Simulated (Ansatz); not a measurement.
Total energies of H₃InS₃ (`[SH][In]([SH])[SH]`).

```xyz
7

S     0.067    0.019   -2.374
In   -0.005   -0.001    0.000
S     0.454   -2.008    1.184
S    -0.535    1.985    1.189
H     0.403   -1.280   -2.453
H     0.284   -1.430    2.385
H    -0.668    2.715    0.068
```

Total charge 0; spin multiplicity 1. Correlated methods include outer-core shells of In, which these sets cover unevenly. In: def2 effective core potential. The geometry is a stationary point of PBE0-D4/def2-TZVP. It is one conformer, not always the lowest. Basis def2-TZVPP, Ansatz.

RPA on PBE orbitals: Hartree–Fock energy of these orbitals -1383.64168 Eh, correlation -1.30191 Eh (frozen core).

```json
{"functional": "LDA (SPW92)", "energy without D4 (Eh)": "-1382.22012", "D4 term (kJ/mol)": "–"}
{"functional": "PBE", "energy without D4 (Eh)": "-1386.15030", "D4 term (kJ/mol)": "-20.1"}
{"functional": "revPBE", "energy without D4 (Eh)": "-1386.49635", "D4 term (kJ/mol)": "-43.2"}
{"functional": "BLYP", "energy without D4 (Eh)": "-1386.60768", "D4 term (kJ/mol)": "-40.8"}
{"functional": "r2SCAN", "energy without D4 (Eh)": "-1386.65586", "D4 term (kJ/mol)": "-4.8"}
{"functional": "B97M-V", "energy without D4 (Eh)": "-1386.36345", "D4 term (kJ/mol)": "–"}
{"functional": "PBE0", "energy without D4 (Eh)": "-1386.24819", "D4 term (kJ/mol)": "-17.6"}
{"functional": "B3LYP", "energy without D4 (Eh)": "-1386.78360", "D4 term (kJ/mol)": "-32.8"}
{"functional": "r2SCANh", "energy without D4 (Eh)": "-1386.63631", "D4 term (kJ/mol)": "-5.4"}
{"functional": "r2SCAN0", "energy without D4 (Eh)": "-1386.60842", "D4 term (kJ/mol)": "-6.0"}
{"functional": "HSE06 (plane-wave form)", "energy without D4 (Eh)": "-1386.22485", "D4 term (kJ/mol)": "-17.0"}
{"functional": "BHLYP", "energy without D4 (Eh)": "-1386.57624", "D4 term (kJ/mol)": "-32.3"}
{"functional": "CAM-B3LYP", "energy without D4 (Eh)": "-1386.66918", "D4 term (kJ/mol)": "-18.8"}
{"functional": "LC-ωPBE", "energy without D4 (Eh)": "-1386.34826", "D4 term (kJ/mol)": "–"}
{"functional": "ωB97X-V", "energy without D4 (Eh)": "-1386.46058", "D4 term (kJ/mol)": "–"}
{"functional": "ωB97M-V", "energy without D4 (Eh)": "-1386.54301", "D4 term (kJ/mol)": "–"}
{"functional": "B2PLYP", "energy without D4 (Eh)": "-1386.06789", "D4 term (kJ/mol)": "–"}
{"functional": "PBE-QIDH", "energy without D4 (Eh)": "-1385.78799", "D4 term (kJ/mol)": "–"}
```

B3LYP takes the VWN-RPA correlation (the form of Gaussian; ORCA's B3LYP/G). HSE06 is the plane-wave form, built on full-range PBE exchange. The double hybrids freeze the cores in their second-order part.

LC-ωPBE has ω = 0.4 bohr⁻¹.
